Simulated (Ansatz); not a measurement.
Ideal-gas functions of `O[SiH]1BN1` at 600 K and 1 bar, from an Ansatz frequency run at PBE0-D4/def2-TZVP.

Molar mass 72.94 g/mol, point group C1 (symmetry number 1), electronic degeneracy 1, moments of inertia 30.157, 113.752, 116.378 u Å². Harmonic wavenumbers (cm⁻¹, unscaled): 226, 266, 285, 570, 625, 673, 722, 795, 857, 867, 892, 978, 1084, 1326, 2215, 2693, 3568, 3918.

Use S(trans) = R[1.5 ln M + 2.5 ln T − 1.1517]; rotational temperatures θ = 24.2544 K / I; S(rot) = R[ln(√π/σ · √(T³/θAθBθC)) + 1.5]; for each mode x = 1.438777 ν̃/T, S = R[x/(eˣ − 1) − ln(1 − e⁻ˣ)] and H = RT x/(eˣ − 1); 1 cm⁻¹ = 0.0119627 kJ/mol; R = 8.31446 J/(mol·K).

By hand: the entropy, in J/(mol·K).

Translation 176.9. Rotation: θ = 0.8043, 0.2132, 0.2084 K, giving 110.9. Vibration, mode by mode: 13.51, 12.19, 11.64, 6.33, 5.69, 5.18, 4.72, 4.10, 3.65, 3.58, 3.42, 2.90, 2.38, 1.50, 0.26, 0.10, 0.02, 0.01, in all 81.2. Electronic 0.0. Sum 369.0 J/(mol·K).

By hand: H − E and G − E in kJ/mol, counted from the electronic energy.

Zero-point energy ½ × 22560 × 0.0119627 = 134.9; thermal vibration 28.4; translation, rotation and pV give 4 RT = 20.0. H − E = 183.3 kJ/mol, and G − E = 183.3 − 600 × 369.0/1000 = -38.1 kJ/mol.

Vibration gives 22 % of the entropy. The sum counts one conformer and one mirror image; others add a mixing term.
